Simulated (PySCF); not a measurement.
Telling isomers of C$_{5}$H$_{10}$F$_{2}$Si apart by NMR

PySCF 2.14 calculation with shieldings: GIAO PBE0/pcSseg-1 and geometry: GFN2-xTB; relativity neglected, no solvent model, one computed conformer, averaged over atoms made equivalent by symmetry, fast rotation or ring inversion.

Referencing at the same level of theory: 1H (σref 31.72) and 13C (σref 186.93) vs TMS. Splittings of carbon signals by F and P are missing where no couplings were computed. Where no couplings were computed, multiplicities follow the n + 1 count of equivalent neighbours, and m marks all less simple cases (inequivalent or close neighbours, rings, F or P nearby). Shifts are as computed. Against solution values, carbons near 30 ppm lie about +3 ppm off and those near 130 ppm about +5 ppm. Of 1309 compounds with measured shifts, 239 miss one by over three times the rms of a fit or turn the order of signals round; such compounds aren't used in these exercises.

(1) Tabulate the signals of `CCC1C[Si](F)(F)C1`, `C/C(CF)=C(/[SiH3])CF` and their relative energies.

(2) What is the quickest way to tell CCC1C[Si](F)(F)C1 from C/C(CF)=C(/[SiH3])CF?

## Answers

(1) 
```json
{"SMILES": "CCC1C[Si](F)(F)C1", "carbon types": "1×CH 3×CH2 1×CH3", "δC": "40.4, 36.6, 26.2, 15.4", "δH": "2.41 (m, 2H), 1.71 (m, 2H), 1.50 (m, 1H), 1.35 (m, 2H), 0.97 (t, 3H)", "E rel. (kcal/mol)": "0.0"}
{"SMILES": "C/C(CF)=C(/[SiH3])CF", "carbon types": "2×C 2×CH2 1×CH3", "δC": "150.9, 141.3, 88.4, 87.1, 17.4", "δH": "5.37 (m, 2H), 5.16 (m, 2H), 4.34 (s, 3H), 1.81 (s, 3H)", "E rel. (kcal/mol)": "105.9"}
```

Energies are electronic energies at PBE0/pcSseg-1 on these geometries, without zero-point or thermal terms, each for the one conformer computed, which needn't be the lowest.

(2) Count the carbon signals: 4 against 5. The first has an sp3 CH in a ring at 26.2 ppm, the second a fully substituted alkene carbon (C) at 150.9 ppm. Their most deshielded carbons lie at 40.4 and 150.9 ppm. In the proton spectra the most deshielded non-exchanging signals are 2.41 (m, 2H) and 5.37 (m, 2H).
